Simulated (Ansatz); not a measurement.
`F[SiH](F)[AlH2]` + `BO` → `OB[SiH](F)[AlH2]` + H–F at 400 K and 1 bar (formal exchange of groups at the Si–F bond).

Computed with Ansatz on PBE0-D4/def2-TZVP structures; ΔE is electronic, products minus reactants. CBS: MP2 limit from def2 TZ/QZ plus the TZ coupled-cluster correction, frozen cores. This one scheme is used for every species. One conformer a species, not always the lowest.

| species | CCSD(T)/CBS energy (Eh) | H − E (kJ/mol) | S (J/(mol·K)) |
| --- | --- | --- | --- |
| `F[SiH](F)[AlH2]` | -732.58614 | 103.3 | 372.4 |
| `BO` | -101.80414 | 108.2 | 244.0 |
| `OB[SiH](F)[AlH2]` | -733.93198 | 177.1 | 424.0 |
| H–F | -100.39570 | 36.5 | 182.2 |

H − E and S are ideal-gas, rigid-rotor, harmonic terms from PBE0-D4/def2-TZVP, for one conformer and one mirror image of each species. 1 Eh = 2625.50 kJ/mol, R = 8.31446 J/(mol·K).

Problem. By hand: ΔE, ΔH, ΔS and ΔG.

Solution. ΔE = (-733.93198) + (-100.39570) − (-732.58614) − (-101.80414) = 0.06260 Eh = 164.4 kJ/mol. Δ(H − E) = 177.1 + 36.5 − 103.3 − 108.2 = 2.1, so ΔH = 166.5 kJ/mol. ΔS = 424.0 + 182.2 − 372.4 − 244.0 = -10.2 J/(mol·K). ΔG = 166.5 − 400 × (-10.2)/1000 = 170.6 kJ/mol.

Problem. By hand: the equilibrium constant, and the temperature at which ΔG would vanish if ΔH and ΔS stayed fixed.

Solution. log₁₀ K = −ΔG/(RT ln 10) = -22.3. ΔH and −TΔS have one sign here, so there is no such temperature.

The number of gas molecules stays the same, so ΔS is small and ΔH decides. A doubt of 5 kJ/mol in ΔE shifts log₁₀ K by 0.7 here. Other conformers and mirror images would add mixing entropy, several J/(mol·K) or more a flexible species. Modes under 60 cm⁻¹, often nearly free rotors, make the harmonic entropy too high. These are equilibria of isolated gas molecules and say nothing of rates. Largest T1 diagnostic: 0.014 (customary marks: 0.02 for closed shells, 0.045 for open ones).

ΔS is within the doubt of such terms, so its sign, and with it that verdict, could turn.
